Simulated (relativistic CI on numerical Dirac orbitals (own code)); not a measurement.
## Crystal-field levels of Ag³⁺, 4d8

Calculated by Dirac-Coulomb-Breit CI, separate exchange-only KLI orbitals for each configuration, model QED (radiative potential, 1s self-energy scaled to tabulated hydrogen-like ionisation energies), valence Slater integrals scaled by 0.85, one configuration in a parametric crystal field (own radial code).

Field parameters in Wybourne normalisation: D3d B²₀ = −7Dσ, B⁴₀ = −14Dq − 21Dτ, B⁴₃ = −14√(10/7) Dq. The field is a parameter set, without covalency.

S and J are read from ⟨S²⟩ = S(S + 1) and ⟨J²⟩ = J(J + 1) of each level; they are not fictitious spins.

D3d, 10Dq = 21050, Dσ = 1170, Dτ = 30 cm⁻¹, the lowest 10 levels:

```tsv
E (cm⁻¹)	Degeneracy	Irrep	S	J
0.0	2	E	1.00	3.45
16.8	1	A1	1.00	3.43
13404	2	E	0.16	2.88
20063	1	A2	1.00	3.48
20340	2	E	0.97	3.46
21037	2	E	0.99	3.59
21984	2	E	0.99	3.23
22381	1	A1	0.95	3.06
22799	1	A2	1.00	3.02
24281	1	A1	0.34	3.44
```

D3d, 10Dq = 19150, Dσ = -290, Dτ = -420 cm⁻¹, the lowest 10 levels:

```
E (cm⁻¹)  Degeneracy  Irrep     S     J
     0.0           1     A1  1.00  3.49
    11.2           2      E  1.00  3.48
   12926           2      E  0.35  2.94
   16451           1     A2  1.00  3.53
   16570           2      E  1.00  3.44
   16914           2      E  0.88  3.50
   16995           1     A1  0.99  3.10
   19291           2      E  0.98  3.19
   19498           1     A2  1.00  3.12
   22598           1     A1  0.61  3.42
```

D3d, 10Dq = 16650, Dσ = 990, Dτ = 40 cm⁻¹, the lowest 16 levels:

```tsv
E (cm⁻¹)	Degeneracy	Irrep	S	J
0.0	2	E	1.00	3.49
26.1	1	A1	1.00	3.47
12773	2	E	0.39	2.97
15847	1	A2	1.00	3.52
16377	2	E	0.94	3.40
16790	2	E	0.94	3.57
17769	2	E	0.96	3.25
18143	1	A1	0.99	3.05
18494	1	A2	1.00	3.02
22149	1	A1	0.67	3.45
24921	1	A2	0.99	2.99
25455	2	E	0.99	2.86
25914	1	A1	0.94	2.46
26322	2	E	1.00	2.33
26905	1	A1	0.64	3.42
27068	2	E	0.96	2.25
```

The free-ion ground term has S = 1. Every field shown keeps that spin.

Levels of this model without a field, named by their leading LS term: 3F_4 0, 3F_3 3992, 3F_2 5762, 3P_2 12889, 3P_1 17299, 3P_0 17504, 1D_2 18149, 1G_4 20935 cm⁻¹.
